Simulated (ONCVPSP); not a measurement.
Scattering properties, ONCV potential for rhenium

```
Element                 : Re (Z = 75)
Generator               : ONCVPSP 4.0.1
Type                    : optimised norm-conserving Vanderbilt (ONCV)
Functional              : PBE
Relativity              : scalar-relativistic
Frozen core             : [Kr] 4d10 4f14
Valence charge          : 15
Reference configuration : 5s2 5p6 5d5 6s1.75 6p0.25
Partial waves           : 5s+6s: rc 1.50 bohr, ncon 4, nbas 7, qcut 8.5 1/bohr, 2 projectors; 5p+6p: rc 1.95 bohr, ncon 4, nbas 7, qcut 8.1 1/bohr, 2 projectors; 5d: rc 2.50 bohr, ncon 5, nbas 9, qcut 7.5 1/bohr, 2 projectors, debl 4 Ha
Local potential         : polynomial inside 1.20 bohr (lpopt 5, dvloc0 3 Ha)
Core correction         : polynomial model core, fcfact 0.35
```

The phase is arctan(r·R′/R) of the radial function R(r), unwrapped; energies in Ha, scanned from -5 to 5 Ha. A pole is an energy at which the radial function vanishes at the test radius. The pseudo phase is shifted by a multiple of π to meet the all-electron one at the reference energy, and phase errors are pseudo minus all-electron; the curves can meet again beyond the range given. Levels narrower than the energy grid can be missing from the lists of poles.

```csv
channel,radius (bohr),reference energy (Ha),"poles, all-electron","poles, pseudo",unbroken range about the reference energy with phases within 0.05 rad,phase error 1 Ha above the reference energy (rad)
s,1.53,-0.23,-2.30,-2.30,the whole range,-0.000
p,1.97,-0.06,-1.44,"-1.44, 4.92",the whole range,-0.001
d,2.54,-0.21,"0.10, 3.57","0.10, 3.57",the whole range,-0.000
```

Phases in the s channel:

```json
{"E (Ha)": "-4.96", "all-electron": "0.987", "pseudo": "0.987"}
{"E (Ha)": "-4.48", "all-electron": "0.698", "pseudo": "0.698"}
{"E (Ha)": "-4.00", "all-electron": "-0.101", "pseudo": "-0.101"}
{"E (Ha)": "-3.52", "all-electron": "-1.016", "pseudo": "-1.016"}
{"E (Ha)": "-3.04", "all-electron": "-1.365", "pseudo": "-1.365"}
{"E (Ha)": "-2.56", "all-electron": "-1.518", "pseudo": "-1.518"}
{"E (Ha)": "-2.08", "all-electron": "-1.607", "pseudo": "-1.607"}
{"E (Ha)": "-1.60", "all-electron": "-1.672", "pseudo": "-1.672"}
{"E (Ha)": "-1.12", "all-electron": "-1.728", "pseudo": "-1.728"}
{"E (Ha)": "-0.64", "all-electron": "-1.783", "pseudo": "-1.783"}
{"E (Ha)": "-0.16", "all-electron": "-1.843", "pseudo": "-1.843"}
{"E (Ha)": "0.32", "all-electron": "-1.917", "pseudo": "-1.917"}
{"E (Ha)": "0.80", "all-electron": "-2.019", "pseudo": "-2.019"}
{"E (Ha)": "1.28", "all-electron": "-2.174", "pseudo": "-2.174"}
{"E (Ha)": "1.76", "all-electron": "-2.436", "pseudo": "-2.437"}
{"E (Ha)": "2.24", "all-electron": "-2.893", "pseudo": "-2.896"}
{"E (Ha)": "2.72", "all-electron": "-3.487", "pseudo": "-3.491"}
{"E (Ha)": "3.20", "all-electron": "-3.929", "pseudo": "-3.933"}
{"E (Ha)": "3.68", "all-electron": "-4.180", "pseudo": "-4.184"}
{"E (Ha)": "4.16", "all-electron": "-4.326", "pseudo": "-4.330"}
{"E (Ha)": "4.64", "all-electron": "-4.419", "pseudo": "-4.423"}
```
